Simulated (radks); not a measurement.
The gadolinium ion Gd3+, configuration [Xe] 4f(up 6.5, down 0.5) (fractional occupations, a model configuration). Calculated with a radial shooting solver on a logarithmic mesh with Libxc functionals: non-relativistic Kohn-Sham, PBE, spin-polarised, spherical densities, point nucleus; relativity is left out, which matters for an element this heavy.

Normalised radial functions P(r) = r R(r), r in bohr:

```
   r/bohr * 5s down (the largest magnitude, 0.958, reaches the edge; | marks zero)
 0.003163                             | *
 0.004185                             |  *
 0.005538                             |  *
 0.007269                             |   *
 0.009618                             |   *
  0.01273                             |   *
  0.01684                             |   *
  0.02228                             | *
  0.02924                             *
  0.03869                          *  |
  0.05119                       *     |
  0.06774                      *      |
  0.08891                        *    |
   0.1176                             |*
   0.1557                             |      *
   0.2059                             |         *
   0.2725                             |  *
   0.3577                    *        |
   0.4732              *              |
   0.6262                       *     |
   0.8285                             |           *
    1.096                             |                         *
    1.439                             |                          *
    1.904                             |                 *
    2.519                             |       *
    3.333                             | *
     4.41                             *
```

5s down: eigenvalue -66.821 eV, 4 radial nodes at r = 0.0303, 0.115, 0.295, 0.696 bohr, <r> = 1.42 bohr, 90 % of the charge inside 2.04 bohr.
